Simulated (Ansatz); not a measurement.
(H3Sn)2NH (Sn₂NH₇), relaxed as a singlet with RKS r2SCAN-D4/def2-SVP in Ansatz, starting from the GFN2-xTB geometry. Force threshold 0.02 eV/Å.

In the def2 sets Sn takes a core potential; there is no spin–orbit coupling.

Start:

Cartesian coordinates in Å:
```
Sn 1.1004 -0.8661 -1.1532
H 0.2143 -0.6534 -2.5446
H 2.3419 0.2179 -1.1206
H 1.6123 -2.4285 -0.9983
N 0.0194 -0.5120 0.4871
Sn -1.0463 1.0943 0.9996
H -2.4545 1.2062 0.1209
H -1.3648 0.9012 2.6085
H -0.0863 2.3981 0.6951
H -0.3363 -1.3578 0.9056
```

Estimate the energy that the relaxation releases and the steps that it takes.

0.24 eV, in 15 steps; 69 s on 4 threads of Intel Xeon on a shared host. The force fell under the threshold at step 9, but the optimiser went on. No frequencies were taken in this run, so the end may be a saddle point.

Does the start keep its bonding and symmetry?

By distances, no bond broke or formed. The bond that changes most is Sn6–H9, from 1.65 to 1.71 Å (atoms count from 1).

Predict the relaxed structure.


```csv
atom,x (Å),y (Å),z (Å)
Sn1,1.104,-0.881,-1.152
H2,0.193,-0.941,-2.615
H3,2.150,0.473,-1.169
H4,1.956,-2.353,-0.943
N5,-0.072,-0.637,0.506
Sn6,-1.007,1.101,1.048
H7,-2.457,1.385,0.161
H8,-1.373,0.985,2.720
H9,0.136,2.335,0.727
H10,-0.630,-1.467,0.717
```
Bond lengths (bridged metal pairs left out): 2 × N–Sn 2.05 Å; 6 × H–Sn 1.71 to 1.72 Å; 1 × H–N 1.02 Å.
